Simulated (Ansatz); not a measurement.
Consider the redistribution: `[SiH3][O][SnH3]` + `C[SiH2]O[SiH2]Cl` → `Cl[SiH2][O][SnH3]` + `C[SiH2]O[SiH3]`.

Computed with Ansatz on PBE0-D4/def2-TZVP structures; ΔE is electronic, products minus reactants. CCSD(T)/CBS adds triple-zeta CCSD(T) − MP2 to the extrapolated MP2 energy (def2 sets, frozen cores). This one scheme is used for every species. Functionals use def2-TZVPP. Elements past krypton have def2 core potentials. For Sn outer-core shells are correlated without core-valence functions, which leaves a few kJ/mol of doubt a bond. Each species was taken in one conformer, which may not be the lowest.

`[SiH3][O][SnH3]`:

Cartesian coordinates in Å:
```
Si -1.469 -0.712 0.074
O 0.156 -0.687 0.135
Sn 1.570 0.660 -0.060
H -2.067 0.184 1.106
H -1.940 -2.100 0.314
H -1.971 -0.258 -1.256
H 3.003 -0.222 0.172
H 1.298 1.833 1.147
H 1.421 1.302 -1.632
```

`C[SiH2]O[SiH2]Cl`:

```xyz
12

C    -0.430   -1.575   -1.017
Si    0.770   -0.164   -0.895
O     0.745    0.486    0.622
Si   -0.062    1.456    1.632
Cl   -2.078    1.050    1.552
H    -1.450   -1.234   -0.830
H    -0.394   -2.017   -2.017
H    -0.190   -2.355   -0.292
H     0.431    0.901   -1.877
H     2.162   -0.620   -1.135
H     0.393    1.196    3.012
H     0.103    2.875    1.246
```

`Cl[SiH2][O][SnH3]`:

```xyz
9

Cl    1.512    1.332   -1.354
Si   -0.520    1.213   -0.964
O    -0.812    0.002    0.054
Sn    0.303   -1.289    1.052
H    -0.908    2.518   -0.382
H    -1.185    0.990   -2.268
H     1.348   -0.373    2.034
H    -0.853   -2.165    1.937
H     1.114   -2.229   -0.109
```

`C[SiH2]O[SiH3]`:

Cartesian coordinates in Å:
```
C 0.855 -1.931 -0.591
Si 0.895 -0.238 0.168
O -0.587 0.449 0.018
Si -1.502 1.766 0.321
H 0.120 -2.565 -0.090
H 1.835 -2.410 -0.503
H 0.597 -1.877 -1.651
H 1.901 0.622 -0.515
H 1.251 -0.317 1.612
H -2.867 1.516 -0.202
H -0.926 2.962 -0.350
H -1.572 2.024 1.784
```

Q: Is it downhill or uphill in electronic energy at CCSD(T)/CBS, and by how much? (Estimate.)

A: The calculation gave: Downhill: ΔE = -0.08 eV.

Q: What do these levels give: ωB97M-V, B2PLYP, HF/def2-TZVPP, MP2/def2-TZVPP, SCS-MP2/def2-QZVPP, HF/CBS(def2)? (Estimate.)

A: The calculation gave: ωB97M-V -0.08, B2PLYP -0.08, HF/def2-TZVPP -0.09, MP2/def2-TZVPP -0.08, SCS-MP2/def2-QZVPP -0.08, HF/CBS(def2) -0.09 eV.

Largest T1 diagnostic among the species: 0.013.
